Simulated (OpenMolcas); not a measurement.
# Exact exchange and the electronic atomisation energy of SnNH4F

SnNH4F has 7 atoms, charge 0, and is taken as a singlet. As SMILES, `[NH2][SnH2][F]`. The coordinates come from a PBE0-D4/def2-TZVP relaxation. This is one conformer, not always the lowest.

The electronic atomisation energy y, in eV, basis def2-SVP with a core potential; a is the functional's share of exact exchange. Programs: OpenMolcas 26.06.

| functional | program | a | y (eV) |
| --- | --- | --- | --- |
| BLYP | OpenMolcas | 0 | 20.38 |
| TPSS | OpenMolcas | 0 | 20.73 |
| B3LYP | OpenMolcas | 0.2 | ? |
| PBE0 | OpenMolcas | 0.25 | 20.10 |
| BHLYP | OpenMolcas | 0.5 | 19.52 |

Q: Fit y = c + s·a to the known rows and predict B3LYP.

A: 
1. Means of the 4 rows: a = 0.1875, y = 20.183.
2. Σ(Δa)² = 0.17188, Σ(Δa·Δy) = -0.35187, so the slope is -0.35187/0.17188 = -2.0472.
3. Intercept: 20.183 − (-2.0472) × 0.1875 = 20.567. The largest residual of the fit is 0.19.
4. B3LYP: 20.567 + (-2.0472) × 0.2 = 20.16 eV.

The run gave 20.30 eV, so the prediction is off by -0.14 eV, within the largest residual. The rows mix families of semi-local functionals, which the line can't see. Spin-orbit coupling is left out.
